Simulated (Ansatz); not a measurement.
Geometry optimisation, RKS BLYP/def2-SVP (Ansatz).

input.yaml

```yaml
crystal:
  periodic: [false, false, false]
  atoms:
    - { symbol: Si, position_ang: [0.271381, -0.0508, 0.113956] }
    - { symbol: Si, position_ang: [0.137832, -0.001952, 2.366917] }
    - { symbol: H, position_ang: [-0.780436, -1.106932, 2.829537] }
    - { symbol: H, position_ang: [1.493653, -0.265449, 2.967952] }
    - { symbol: H, position_ang: [-0.374849, 1.319515, 2.861882] }
    - { symbol: F, position_ang: [1.771741, -0.496357, -0.361867] }
    - { symbol: F, position_ang: [-0.006087, 1.366753, -0.633107] }
    - { symbol: F, position_ang: [-0.725883, -1.166154, -0.571469] }
    - { symbol: O, position_ang: [-2.441061, 0.337563, 1.004289] }
    - { symbol: H, position_ang: [-2.588318, -0.266658, 0.248589] }
    - { symbol: H, position_ang: [-2.449173, -0.28173, 1.779222] }
basis:
  gaussian: { orbitals: def2-SVP }
hamiltonian:
  xc: blyp
relax:
  f_tol: 0.03
  max_steps: 50
```

Launched with:

```bash
$ ansatz run input.yaml --threads 4 --pin off --max-ram 5120MiB --backend cpu --events-out ev --progress --plain --runs-dir out
```

Q: Where does it end, and by what steps?

A: It converged. The force dipped under the threshold on the way, but the program's further checks kept it going. After 14 steps the energy has fallen by 0.137 eV; H11 moved furthest, 0.75 Å.

| step | energy less start (eV) | largest force component (eV/Å) | accepted |
| --- | --- | --- | --- |
| 0 | 0.0000 | 1.246 | yes |
| 1 | -0.0803 | 0.715 | yes |
| 2 | -0.0983 | 0.856 | yes |
| 3 | -0.1045 | 1.063 | yes |
| 4 | -0.1260 | 0.147 | yes |
| 5 | -0.1293 | 0.079 | yes |
| 6 | -0.1338 | 0.076 | yes |
| 7 | -0.1341 | 0.120 | yes |
| 8 | -0.1357 | 0.098 | yes |
| 9 | -0.1102 | 1.002 | no |
| 10 | -0.1348 | 0.112 | no |
| 11 | -0.1366 | 0.015 | yes |
| 12 | -0.1368 | 0.088 | yes |
| 13 | -0.1371 | 0.052 | yes |
| 14 | -0.1372 | 0.009 | yes |

```xyz
11
Properties=species:S:1:pos:R:3
Si 0.360 -0.034 0.061
Si 0.204 -0.031 2.402
H -0.529 -1.261 2.845
H 1.594 -0.088 2.970
H -0.472 1.207 2.894
F 1.816 -0.585 -0.428
F 0.174 1.427 -0.629
F -0.721 -1.042 -0.654
O -2.482 0.255 0.981
H -2.544 -0.556 0.436
H -3.091 0.096 1.728
```

Run time: 20 s on 4 threads of Arm Neoverse V1, with other jobs on the host, peak memory 0.16 GiB.
